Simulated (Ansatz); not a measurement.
`O[Si](F)(O[SiH3])O[SiH3]`, relaxed with RKS PBE0-D4/def2-TZVP in Ansatz 0.2.0 from a GFN2-xTB geometry. The force threshold is 0.005 eV/Å; the program also tests the step.

The species carries charge 0 and has multiplicity 1.

Start:

```xyz
14

O    -2.282    1.477    0.328
Si   -1.307    0.252   -0.017
F    -2.153   -1.005   -0.546
O    -0.353    0.750   -1.195
Si    1.035    0.503   -2.004
O    -0.509   -0.277    1.271
Si    0.845   -0.978    1.834
H    -2.964    1.371    0.985
H     1.011    1.586   -2.982
H     2.147    0.600   -1.056
H     0.994   -0.828   -2.612
H     1.289   -2.016    0.905
H     0.396   -1.510    3.118
H     1.852    0.075    1.970
```

(1) By how much does the energy fall, and how many steps does the optimiser take? (An estimate is asked.)

(2) Which bonds change most? (An estimate is asked.)

(3) Give the relaxed structure. (Best estimate.)

Results:

(1) The calculation gave: 3.78 kcal/mol, in 90 steps, 12 of them rejected.

(2) Computed: Si5–H9 from 1.459 to 1.484 Å; Si7–H13 from 1.460 to 1.484 Å; Si7–H12 from 1.463 to 1.485 Å; Si2–F3 from 1.605 to 1.585 Å.

(3) Computed: 
```xyz
14

O    -1.361    1.795    0.096
Si   -1.011    0.213    0.103
F    -2.331   -0.625   -0.160
O     0.035   -0.069   -1.080
Si    0.686    0.473   -2.487
O    -0.422   -0.268    1.520
Si    0.685   -1.182    2.312
H    -1.981    2.140    0.739
H    -0.387    0.897   -3.419
H     1.589    1.618   -2.213
H     1.459   -0.645   -3.080
H     2.015   -1.040    1.668
H     0.273   -2.607    2.291
H     0.750   -0.700    3.712
```
